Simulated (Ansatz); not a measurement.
The same path of H4OSSi2 (8 atoms, charge 0, multiplicity 1) was run twice with different band settings. Lost on the way: O1–Si2, Si2–H6. Made: O1–H6.

These are results of Ansatz 0.2.0, RKS PBE/def2-SVP, not measurements.

Relaxed end points:

```xyz
8
Properties=species:S:1:pos:R:3
O -0.264 2.092 -0.540
Si -0.411 0.721 0.412
Si 0.656 -1.259 0.097
S -1.489 -0.995 -0.358
H -0.003 1.932 -1.465
H -0.849 1.241 1.740
H 1.505 -1.524 -1.116
H 0.947 -2.266 1.174
```

```xyz
8
Properties=species:S:1:pos:R:3
O -0.044 1.783 -0.069
Si -0.621 0.218 1.357
Si 0.680 -1.325 0.149
S -1.395 -0.941 -0.418
H -0.487 1.327 -0.831
H -0.593 2.574 0.111
H 1.650 -0.947 -0.940
H 0.901 -2.747 0.584
```

Common settings: movable images 7; climbing image yes; spring 5.0 eV/Å²; start path through a guess of the saddle point; force threshold 0.05 eV/Å; iteration limit 60; end points relaxed.

| run | optimiser |
| --- | --- |
| 1 | quadratic models (default) |
| 2 | fire |

Task: What does each run give, and how far can it be trusted?

Result: Run 1: converged after 10 iterations, highest image 2.525 eV above the first end. A vibrational analysis at the climbing image gives one clearly imaginary mode, 1278i cm⁻¹: a first-order saddle point.
Run 2: converged after 55 iterations, highest image 2.526 eV above the first end. Another band between the same ends (7 images) ends at a top of the same energy, where a vibrational analysis finds 1 clearly imaginary mode.
The orbitals stay closed-shell, which can raise the energy where a bond breaks towards radicals; this wasn't checked here.
